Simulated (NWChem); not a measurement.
Species: SiSbH5O2; SMILES [Sb]([OH])([OH])[SiH3]

```xyz
9

Sb    -0.0027    -0.4740     0.3586
O      1.4703    -0.8699    -0.9260
H      1.4090    -0.3115    -1.7121
O     -1.5487    -0.5303    -0.9138
H     -1.9387    -1.4130    -0.9264
Si     0.0715     2.0949    -0.0386
H     -1.1349     2.7694     0.5291
H      0.1339     2.3278    -1.5144
H      1.2962     2.6740     0.5959
```
Atoms are numbered in this order, from 1.

Results from NWChem. All runs use the structure optimised with PBE0/def2-SVP. def2 effective core potentials on Sb; no spin-orbit coupling.

For level B3LYP/def2-SVP (core potentials):

| Item | Value |
|---|---|
| highest occupied level (eV) | -6.72 |
| orbital gap (eV) | 5.64 |
| dipole (D) | 1.22 |

Question: Estimate the same quantities for level B3LYP/STO-3G (all-electron, non-relativistic).

Answer: The highest occupied level (eV) is -3.58 and the orbital gap (eV) comes out as 6.93. The dipole (D) is 0.79.
